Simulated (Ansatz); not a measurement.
Calculated with Ansatz (gas phase, PBE0-D4/def2-TZVP geometries, no zero-point term in ΔE). CBS: MP2 limit from def2 TZ/QZ plus the TZ coupled-cluster correction, frozen cores. Functionals use def2-TZVPP. Each species was taken in one conformer, which may not be the lowest.

Consider the isomerisation: `FCC(F)C(F)F` → `CC(F)C(F)(F)F`.

`FCC(F)C(F)F`:

Z-matrix (Å, degrees):
```
C
C 1 1.505
F 1 1.376 2 109.5
H 1 1.092 2 110.3 3 -119.5
H 1 1.094 2 109.8 3 119.3
C 2 1.517 1 112.6 3 -166.4
F 2 1.377 1 110.4 3 73.4
H 2 1.095 1 109.8 3 -45.7
F 6 1.354 2 110.7 1 -48.7
F 6 1.355 2 109.1 1 69.7
H 6 1.094 2 111.8 1 -169.5
```

`CC(F)C(F)(F)F`:

Cartesian coordinates in Å:
```
C 0.851 0.996 -0.016
C 0.336 -0.382 -0.331
F 1.164 -1.334 0.217
C -1.063 -0.630 0.219
F -1.121 -0.456 1.540
F -1.930 0.221 -0.347
F -1.475 -1.869 -0.047
H 0.896 1.149 1.062
H 0.204 1.756 -0.457
H 1.853 1.109 -0.431
H 0.285 -0.561 -1.410
```

```json
{"species": "`FCC(F)C(F)F`", "BLYP energy (Eh)": "-516.22614"}
{"species": "`CC(F)C(F)(F)F`", "BLYP energy (Eh)": "-516.24822"}
```

Task: Work out ΔE.

Result: ΔE = (-516.24822) − (-516.22614) = -0.02208 Eh = -58.0 kJ/mol. CCSD(T)/CBS gives -67.9 kJ/mol.

Largest T1 diagnostic among the species: 0.011.

Leaving LDA and LC-ωPBE aside and taking each functional with its dispersion term where it has one, the values, not all of them listed here, spread over 16.7 kJ/mol, from r2SCAN0-D4 to BLYP-D4. LDA lies −12.4 kJ/mol from PBE without D4. From BLYP to BHLYP (50 % exact exchange), in def2-TZVPP and without D4, ΔE moves by −7.7 kJ/mol. At CCSD(T), def2-SVP lies −13.5 kJ/mol from the extrapolated value and def2-TZVPP −1.3 kJ/mol.
